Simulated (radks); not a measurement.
Pd VIII, 39 electrons, occupied as [Kr] 4d3.

Method: Dirac Kohn-Sham, exchange-only PBE, spin-unpolarised, spherical densities, finite nucleus; open shells fill j = l - 1/2 first; Fermi nuclear charge, rms radius 4.5318 fm; computed with a radial shooting solver on a logarithmic mesh with Libxc functionals.

Energy parts (hartree):
part                    energy
total              -5031.46446
kinetic             5258.36403
electron-nucleus  -12025.27727
Hartree             1873.33363
exchange            -137.88485

Orbitals (lengths in bohr, moments of r in powers of bohr):
\begin{tabular}{lrrrrr}
orbital & occ. & eigenvalue (hartree) & <r^4> & <r^2> & <r> \\ \hline
1s1/2 & 2 & -892.0862 & 4.883e-06 & 0.001371 & 0.03185 \\
2s1/2 & 2 & -134.0916 & 0.0008732 & 0.02250 & 0.1380 \\
2p1/2 & 2 & -124.7107 & 0.0005708 & 0.01685 & 0.1171 \\
2p3/2 & 4 & -118.8525 & 0.0006540 & 0.01818 & 0.1221 \\
3s1/2 & 2 & -27.80095 & 0.04142 & 0.1642 & 0.3787 \\
3p1/2 & 2 & -24.10174 & 0.04128 & 0.1599 & 0.3707 \\
3p3/2 & 4 & -23.07741 & 0.04602 & 0.1691 & 0.3815 \\
3d3/2 & 4 & -16.53545 & 0.04233 & 0.1501 & 0.3546 \\
3d5/2 & 6 & -16.33066 & 0.04382 & 0.1529 & 0.3581 \\
4s1/2 & 2 & -7.31558 & 1.272 & 0.9341 & 0.9104 \\
4p1/2 & 2 & -6.11758 & 1.634 & 1.045 & 0.9599 \\
4p3/2 & 4 & -5.92963 & 1.796 & 1.097 & 0.9835 \\
4d3/2 & 3 & -4.01969 & 3.412 & 1.466 & 1.128 \\
4d5/2 & 0 & -3.99101 & 3.504 & 1.486 & 1.136 \\
\end{tabular}

The highest occupied level is 4d3/2 at -109.38 eV. The density falls to 0.001 e/bohr^3 at r = 2.51 bohr. The electron density at the nucleus is 1.328e+05 e/bohr^3. Summed over all electrons, <r^2> = 15.74 bohr^2, which gives a Langevin (diamagnetic) susceptibility term of -12.5 x 10^-6 cm^3/mol. For comparison, the ionisation energy in NIST's Atomic Spectra Database is 120 eV (theoretical). In exact Kohn-Sham theory the highest level is minus the ionisation energy, but local and semilocal functionals leave it too shallow, through self-interaction and a potential that decays too fast; potentials with the right tail come closer.

Beside tabulated values, note that spin-unpolarised runs miss the spin-polarisation part of the exchange energy of open shells.
